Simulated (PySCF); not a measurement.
A structure optimised at PBE-D3(BJ)/def2-TZVP, used in a PySCF frequency run:

```xyz
3

Sc     0.0000     0.0000     0.7573
Cl     0.0000    -1.8196    -0.4677
Cl     0.0000     1.8196    -0.4677
```
Charge +1, spin multiplicity 1.

Question: Write its SMILES, formula and point group.

Answer: [Cl][Sc+][Cl], Cl2Sc, C2v

Question: What are its rotational constants (standard atomic weights)?

Answer: 12.242, 2.1528, 1.8308 GHz
